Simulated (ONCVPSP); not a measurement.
# Li (Z = 3): one change to an ONCV potential, before and after

- Element: Li
- Generator: ONCVPSP 4.0.1
- Type: optimised norm-conserving Vanderbilt (ONCV)
- Functional: PBE
- Relativity: scalar-relativistic
- Frozen core: none
- Valence charge: 3
- Reference configuration: 1s2 2s1
- Partial waves: 1s+2s: rc 1.00 bohr, ncon 4, nbas 8, qcut 14.7 1/bohr, 3 projectors, debl 1 Ha; p scattering state at 0.16 Ha: rc 0.85 bohr, ncon 4, nbas 7, qcut 10.4 1/bohr, local
- Local potential: the p channel
- Core correction: none

All-electron outer shells of the reference configuration (PBE, scalar-relativistic, ld1.x):

```csv
shell,level (eV),outermost node (bohr),outermost maximum (bohr)
1s,-51.85,–,0.36
2s,-2.87,0.83,3.12
```

Change: s: qcut 13.2; p: qcut 9.3.

Cutoffs: the cutoffs (Ha) at which the residual kinetic energy of the hardest occupied pseudo-wave falls to 1 and 0.1 mHa per electron; they do not see the model core or the augmentation charge, which bear on the density cutoff. Errors are all-electron minus pseudo energies relative to the spin-unpolarised reference configuration.

How do hardness, ghosts and transferability respond?

The potential gets softer (62 Ha and 75 Ha → 55 Ha and 66 Ha); of the 4 tests that both files solve, the error grows in 1 and shrinks in 0 by more than 15 % and 0.3 meV (median size 0.2 → 0.2 meV); neither file shows a bound ghost.

| quantity | base | changed |
| --- | --- | --- |
| cutoff, loose | 62 Ha | 55 Ha |
| cutoff, tight | 75 Ha | 66 Ha |
| bound ghosts | none | none |
| GHOST(+) flags under 300 eV | none | none |
| error for 1s2 2s0, meV [ΔE 5.30 eV] | +0.2 | +0.2 |
| error for 1s2 2s0.5, meV [ΔE 2.05 eV] | 0.0 | 0.0 |
| error for 1s2 2s0 2p1, meV [ΔE 1.79 eV] | +0.2 | +0.3 |
| error for 1s1 2s1, meV [ΔE 68.41 eV] | +400 | +482 |
| s: phases at 1.01 bohr within 0.05 rad from the reference energy up to (Ha; the scan ends near 5) | to the end of the scan | to the end of the scan |
| p: phases at 0.86 bohr within 0.05 rad from the reference energy up to (Ha; the scan ends near 5) | to the end of the scan | to the end of the scan |
